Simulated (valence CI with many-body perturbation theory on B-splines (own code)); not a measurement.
# Nb³⁵⁺: electric-dipole lines

Calculated by configuration interaction combined with many-body perturbation theory (CI+MBPT): four valence electrons over a frozen Dirac-Fock core [He], radial functions for each j: 11 s, 11 p, 10 d, 8 f, 5 g, 2 h, with the one-electron correlation potential Σ1, the two-electron term Σ2, the three-electron term Σ3, Breit, model QED; selected CI, second order for the rest, scaled by the run's own slope (own B-spline code, finite nucleus).

No measured spectrum was set against this ion. As an estimate, large intervals hold to a few tenths of a per cent, small ones and those within an open d or f shell to about a per cent. Among the levels kept, up to 990 cm⁻¹ of a level comes from second order outside the variational space, and about a tenth of that is noise between levels of different J, which matters for small intervals.

Lines 151 to 200 of 537 in falling wavelength, among levels below 3282.6 eV, chosen from the strongest by gf and those to the six lowest levels. Wavelengths and rates use the calculated energies. Electric multipoles are in the length gauge, E1 and E2 with the static RPA response of the core. Weak lines are less certain than strong ones. Lines between different terms over intervals too small for the method are left out, as are lines whose strength nearly cancels. The highest levels of a list are the least certain.

Levels are named by their leading jj configuration (3d3/2^4 stands for four electrons in 3d with j = 3/2), which in mixed levels can hold well under half, so a name can repeat and another be missing. Letters in brackets count levels of one name in rising energy.

```csv
λ vac (Å),Upper,Lower,A (s⁻¹),log gf,Branch %
58.02,(2s 2p1/2 2p3/2^2) J=2 [a],(2s^2 2p1/2 2p3/2) J=1,3.47e+10,-1.06,95.6
55.29,(2p1/2 2p3/2^2 3p3/2) J=3 [b],(2s 2p1/2 2p3/2 3p3/2) J=2 [c],2.69e+10,-1.06,0.1
55.17,(2s 2p1/2 2p3/2^2) J=3,(2s^2 2p1/2 2p3/2) J=2,2.59e+10,-1.08,84.0
55.10,(2p1/2 2p3/2^2 3p1/2) J=2 [b],(2s 2p1/2 2p3/2 3p1/2) J=1 [c],4.87e+10,-0.96,0.1
54.92,(2p1/2 2p3/2^2 3p3/2) J=4,(2s 2p1/2 2p3/2 3p3/2) J=3 [c],5.06e+10,-0.69,0.2
54.85,(2s 2p3/2^2 3p3/2) J=2 [a],(2s^2 2p3/2 3p3/2) J=1,3.75e+10,-1.07,0.1
54.68,(2p1/2 2p3/2^2 3s) J=3,(2s 2p1/2 2p3/2 3s) J=2 [c],4.09e+10,-0.89,0.2
53.83,(2p1/2 2p3/2^2 3p1/2) J=3,(2s 2p1/2 2p3/2 3p1/2) J=2 [c],4.89e+10,-0.83,0.3
53.41,(2p1/2 2p3/2^3) J=1,(2s 2p1/2 2p3/2^2) J=1 [b],9.49e+10,-0.91,26.6
52.40,(2p1/2 2p3/2^2 3s) J=2 [b],(2s 2p1/2 2p3/2 3s) J=1 [b],4.16e+10,-1.07,0.2
51.04,(2s 2p1/2 2p3/2 3d5/2) J=4 [c],(2s^2 2p1/2 3d5/2) J=3,7.48e+10,-0.58,0.3
51.01,(2s 2p3/2^2 3d5/2) J=4 [b],(2s^2 2p3/2 3d5/2) J=3,2.88e+10,-1.00,0.7
50.72,(2s 2p1/2 2p3/2 3d5/2) J=3 [c],(2s^2 2p1/2 3d5/2) J=2,8.72e+10,-0.63,0.1
50.68,(2s 2p1/2 2p3/2 3p3/2) J=3 [c],(2s^2 2p1/2 3p3/2) J=2,9.31e+10,-0.60,0.5
50.60,(2s 2p3/2^2 3p3/2) J=3 [b],(2s^2 2p3/2 3p3/2) J=2,3.08e+10,-1.08,0.1
50.04,(2s 2p3/2^3) J=2,(2s^2 2p3/2^2) J=2,1.34e+11,-0.60,91.9
50.02,(2s 2p1/2 2p3/2 3d3/2) J=3 [c],(2s^2 2p1/2 3d3/2) J=2,7.63e+10,-0.70,0.9
49.94,(2s 2p1/2 2p3/2 3p3/2) J=2 [c],(2s^2 2p1/2 3p3/2) J=1,1.09e+11,-0.69,0.6
49.90,(2p3/2^4) J=0,(2s 2p3/2^3) J=1,4.18e+11,-0.81,91.5
49.76,(2s 2p3/2^2 3d5/2) J=2 [b],(2s^2 2p3/2 3d5/2) J=1,6.44e+10,-0.92,0.4
49.76,(2s 2p1/2 2p3/2 3d3/2) J=1 [d],(2s^2 2p1/2 3d3/2) J=1,9.24e+10,-0.99,0.1
49.64,(2s 2p1/2 2p3/2 3p1/2) J=2 [c],(2s^2 2p1/2 3p1/2) J=1,9.35e+10,-0.76,1.0
49.57,(2s 2p1/2 2p3/2 3p1/2) J=1 [b],(2s^2 2p1/2 3p1/2) J=1,8.86e+10,-1.01,0.7
49.51,(2s 2p1/2 2p3/2 3d3/2) J=2 [d],(2s^2 2p1/2 3d3/2) J=1,9.96e+10,-0.74,0.1
49.33,(2p1/2^2 2p3/2^2) J=2,(2s 2p1/2^2 2p3/2) J=1,6.50e+10,-0.93,27.4
49.31,(2s 2p3/2^2 3d5/2) J=3 [c],(2s^2 2p3/2 3d5/2) J=3,1.14e+11,-0.54,0.1
49.17,(2s 2p1/2 2p3/2 3d5/2) J=3 [d],(2s^2 2p1/2 3d5/2) J=3,1.24e+11,-0.50,0.1
49.11,(2s 2p1/2 2p3/2 3d5/2) J=2 [c],(2s^2 2p1/2 3d5/2) J=2,9.84e+10,-0.75,0.1
49.08,(2s 2p1/2 2p3/2 3p1/2) J=1 [c],(2s^2 2p1/2 3p1/2) J=0,1.18e+11,-0.89,0.7
49.05,(2s 2p1/2 2p3/2 3d3/2) J=2 [c],(2s^2 2p1/2 3d3/2) J=2,1.02e+11,-0.73,0.1
49.04,(2p1/2 2p3/2^3) J=2,(2s 2p1/2 2p3/2^2) J=2 [b],1.49e+11,-0.57,49.8
49.02,(2s 2p1/2 2p3/2 3s) J=2 [c],(2s^2 2p1/2 3s) J=1,9.02e+10,-0.79,0.7
48.90,(2p1/2 2p3/2^2 3p3/2) J=3 [b],(2s 2p1/2 2p3/2 3p3/2) J=3 [b],5.03e+10,-0.90,0.2
48.86,(2s 2p1/2 2p3/2 3p3/2) J=2 [d],(2s^2 2p1/2 3p3/2) J=2,1.35e+11,-0.62,0.8
48.82,(2s 2p1/2 2p3/2 3d5/2) J=1 [c],(2s^2 2p1/2 3d5/2) J=2,1.11e+11,-0.92,0.1
48.49,(2s 2p1/2 2p3/2 3p3/2) J=1 [c],(2s^2 2p1/2 3p3/2) J=1,1.13e+11,-0.92,0.7
48.44,(2s 2p1/2 2p3/2 3s) J=1 [c],(2s^2 2p1/2 3s) J=1,1.22e+11,-0.89,0.8
48.43,(2s 2p3/2^2 3p3/2) J=2 [c],(2s^2 2p3/2 3p3/2) J=2,1.04e+11,-0.74,6.1
48.32,(2s 2p1/2 2p3/2 3d5/2) J=2 [d],(2s^2 2p1/2 3d5/2) J=3,1.76e+11,-0.51,0.2
48.24,(2p1/2^2 2p3/2 3d5/2) J=4,(2s 2p1/2^2 3d5/2) J=3,5.14e+10,-0.79,17.2
48.08,(2s 2p1/2 2p3/2 3d3/2) J=1 [c],(2s^2 2p1/2 3d3/2) J=2,1.72e+11,-0.75,0.9
48.02,(2s 2p1/2 2p3/2 3p3/2) J=1 [d],(2s^2 2p1/2 3p3/2) J=2,1.64e+11,-0.77,3.3
47.93,(2p1/2^2 2p3/2 3p3/2) J=3,(2s 2p1/2^2 3p3/2) J=2,6.94e+10,-0.78,0.2
47.83,(2s 2p3/2^2 3d3/2) J=3 [b],(2s^2 2p3/2 3d3/2) J=3,1.01e+11,-0.61,0.1
47.83,(2s 2p3/2^3) J=1,(2s^2 2p3/2^2) J=0,7.23e+10,-1.13,19.5
47.79,(2s 2p3/2^2 3d3/2) J=1 [b],(2s^2 2p3/2 3d3/2) J=2,1.74e+11,-0.75,0.2
47.72,(2s 2p3/2^2 3s) J=1 [a],(2s^2 2p3/2 3s) J=2,1.54e+11,-0.80,0.3
47.55,(2s 2p3/2^2 3s) J=1 [b],(2s^2 2p3/2 3s) J=1,2.25e+11,-0.64,0.6
47.50,(2s 2p3/2^2 3p3/2) J=3 [b],(2s^2 2p3/2 3p3/2) J=3,1.73e+11,-0.39,0.7
47.49,(2s 2p3/2^2 3d5/2) J=4 [b],(2s^2 2p3/2 3d5/2) J=4,1.51e+11,-0.34,3.6
```
